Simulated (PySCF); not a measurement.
# Electron correlation in Zr²²⁺ (zirconium, charge +22)

Starting occupation: [Ar]. Computed with PySCF 2.14 in an even-tempered Gaussian basis (19 s from 0.9 bohr⁻², ratio 2.6; 14 p from 1.2 bohr⁻², ratio 2.6; 6 d from 1.2 bohr⁻², ratio 2.8; 3 f from 25 bohr⁻², ratio 2.8), with X2C-1e with screened-nucleus spin-orbit coupling, Gaussian nucleus. Frozen: [Ne]; 8 electrons correlated; the 64 highest virtual spinors left out.

MP2 pair energies summed by pair of shells (mhartree):

```csv
pair,energy,share (%)
3p3/2-3p3/2,-135.74,39.3
3p1/2-3p3/2,-128.13,37.1
3p1/2-3p1/2,-34.46,10.0
3p3/2-3s1/2,-22.61,6.5
3s1/2-3s1/2,-12.61,3.7
3p1/2-3s1/2,-11.62,3.4
```

Total MP2 correlation energy: -345.17 mhartree.

The virtual space was cut to 50 spinors, which keep -331.32 of the -345.17 mhartree of MP2 correlation.

```
  level  correlation energy (mhartree)
   CCSD                        -365.61
    (T)                          -2.86
CCSD(T)                        -368.47
```

Diagnostics: T1 = 0.00052, largest double amplitude 0.045.

Task: Is a single reference adequate?

Result: Yes: T1 lies below 0.03 and no double amplitude reaches 0.07.

The coupled-cluster values are those of the cut space; adding the MP2 remainder, -13.85 mhartree, estimates the full space.

At this charge the one-electron X2C treatment keeps the bare 1/r₁₂, with no two-electron picture change or Breit term. The effect here is smaller than on the frozen 1s shell.
